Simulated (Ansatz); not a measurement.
One change: `B[Se][SiH2]C` becomes `C[SiH2][Se]C=O`.

Ansatz, PBE0-D4/def2-TZVP geometries, multiplicity 1. Each molecule was computed in one conformer, which needn't be the lowest.

Scalar relativity is left out up to krypton.

```
                                          property  `B[Se][SiH2]C`
             HOMO energy (ωB97M-V/def2-TZVPP) / eV           -9.73
           HOMO–LUMO gap (ωB97M-V/def2-TZVPP) / eV           10.10
               LUMO energy (B3LYP/def2-TZVPP) / eV           -1.70
  size of the dipole moment (B3LYP/def2-TZVPP) / D            1.60
               HOMO–LUMO gap (PBE/def2-TZVPP) / eV            4.17
size of the dipole moment (ωB97M-V/def2-TZVPP) / D            1.63
```

(1) What does the change do to each property? (Best estimate.)

Results:

(1) Computed: 
```csv
property,`C[SiH2][Se]C=O`,shift
HOMO energy (ωB97M-V/def2-TZVPP) / eV,-9.44,0.29
HOMO–LUMO gap (ωB97M-V/def2-TZVPP) / eV,10.59,0.49
LUMO energy (B3LYP/def2-TZVPP) / eV,-1.31,0.39
size of the dipole moment (B3LYP/def2-TZVPP) / D,3.62,2.02
HOMO–LUMO gap (PBE/def2-TZVPP) / eV,4.16,-0.01
size of the dipole moment (ωB97M-V/def2-TZVPP) / D,3.65,2.02
```

With PBE0 the HOMO rises by 0.27 eV and the LUMO rises by 0.46 eV, so the gap widens by about 0.19 eV. PBE moves the HOMO by 0.33 eV and ωB97M-V by 0.29 eV. Dipoles are sizes alone; their direction can turn.

B3LYP here is the variant with VWN-RPA as its local correlation; programs differ in this.

Spin–orbit coupling is left out; it splits and shifts lone-pair levels of the heavy atoms by tenths of an eV.
